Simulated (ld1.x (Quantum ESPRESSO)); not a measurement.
**Varying the ultrasoft potential for holmium (Ho)**

Base potential:

ld1.x (Quantum ESPRESSO) 7.5 input, shortened:

```
&input
   title='Ho', zed=67., rel=1, dft='PBESOL', iswitch=3,
   config='[Xe] 4f11 5d0 6s2 6p0'
 /
 &inputp
   pseudotype=3, tm=.true., lloc=-1, rcloc=0.95,
   nlcc=.true., new_core_ps=.true., rcore=0.45
 /
8
5S  1  0   2.00   0.00  1.75  2.15  0.0
6S  2  0   2.00   0.00  1.75  2.15  0.0
5P  2  1   6.00   0.00  2.00  2.25  0.0
6P  3  1   0.00   0.00  2.00  2.25  0.0
5D  3  2   0.00   0.00  3.30  3.80  0.0
5D  3  2   0.00   2.40  3.30  3.80  0.0
4F  4  3  11.00   0.00  0.75  0.90  0.0
4F  4  3   0.00   0.95  0.75  0.90  0.0
 &test
   configts(1)='4f11 5s2 5p6 5d0 6s2 6p0'
 /
```

Cutoffs, loose and tight: the cutoffs (Ry, on a coarse ladder) from which the occupation-weighted sum of valence levels, in a spherical-Bessel basis at the reference potential, stays within 10 and 1 mRy of its value at 400 Ry. They do not see the model core or the augmentation charge, which bear on the density cutoff. Test errors are all-electron minus pseudo excitation energies from the reference, over the configurations 4f11 5s2 5p6 5d0 6s1 6p0; 4f11 5s2 5p6 5d0 6s0 6p0; 4f10 5s2 5p6 5d0 6s0 6p0; 4f11 5s2 5p5 5d0 6s2 6p0; 4f12 5s2 5p6 5d0 6s0 6p0; 4f11 5s2 5p6 5d1 6s0 6p0; 4f11 5s2 5p6 5d0 6s0 6p2. A dash means not determined; rows that change the core or the reference have their own tests. The largest error is taken over the tests solved by every variant that gives reliable tests at all: 4f11 5s2 5p5 5d0 6s2 6p0; 4f11 5s2 5p6 5d0 6s0 6p0; 4f11 5s2 5p6 5d0 6s1 6p0; 4f12 5s2 5p6 5d0 6s0 6p0.

Cutoffs are not given where the Bessel-basis levels miss the radial ones by over 6 mRy, ghosts where they miss by over 20 mRy; a channel whose overlap is not positive is not tested.

A file whose overlap is not positive is unfit for use, and its test errors describe a broken file.

| change | outcome | bound ghosts | largest test error (meV) |
| --- | --- | --- | --- |
| base | generated, overlap not positive | not determined (overlap not positive) | +1578 |
| functional PBE | generated, overlap not positive | not determined (overlap not positive) | +1561 |
| core correction Bessel-smoothed model core inside 0.90 bohr | generated, overlap not positive | not determined (overlap not positive) | +1578 |
| all radii but the core radius scaled by about 1.42 (s 3.04, p 3.18, d 5.38, f 1.28 bohr, rcut 2.48/2.84/4.68/1.06); local potential all-electron potential smoothed inside 1.34 bohr (lloc = -1) | failed: chargeps: negative rho | – | – |
| waves 4f (bound): rcut 0.75, rcutus 1.08 bohr; 4f channel at 0.95 Ry: rcut 0.75, rcutus 1.08 bohr | generated, overlap not positive | not determined (overlap not positive) | +1578 |
| wave 4f channel at 0.95 Ry: rcut 0.75, rcutus 0.90 bohr becomes 4f channel at 0.18 Ry: rcut 0.75, rcutus 0.90 bohr | generated, overlap not positive | not determined (overlap not positive) | +1578 |
| waves 5p (bound): rcut 1.50, rcutus 1.58 bohr; 6p (bound): rcut 1.50, rcutus 1.58 bohr | generated, overlap not positive | not determined (overlap not positive) | +1597 |
| local potential all-electron potential smoothed inside 4.10 bohr (lloc = -1) | failed: chargeps: negative rho | – | – |
